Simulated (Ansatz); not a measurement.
Cartesian coordinates (Å):
SMILES: C/C=C/S
```xyz
10

C     -1.4751    -0.1451    -0.1220
C     -0.0157    -0.3098     0.1309
C      0.8953     0.6148    -0.1518
S      2.6240     0.5429     0.0949
H     -2.0499    -0.2318     0.8057
H     -1.8495    -0.9199    -0.7988
H     -1.6953     0.8273    -0.5665
H      0.3027    -1.2511     0.5743
H      0.5979     1.5616    -0.5950
H      2.6656    -0.6889     0.6284
```
Charge 0, spin multiplicity 1.

These are frozen-core CCSD(T)/cc-pVTZ // PBE0-D3(BJ)/def2-TZVP run with Ansatz (a program for electronic structure) values and carry that method's errors.

```yaml
HF energy: -514.66239 Ha
MP2 correlation energy: -0.68097 Ha
```

Task: Estimate the CCSD correlation energy, the (T) correction, the total energy and the T1 diagnostic.

Result: 
```json
{
  "CCSD correlation energy": "-0.72538 Ha",
  "(T) correction": "-0.03279 Ha",
  "CCSD(T) total energy": "-515.42056 Ha",
  "T1 diagnostic": "0.011"
}
```
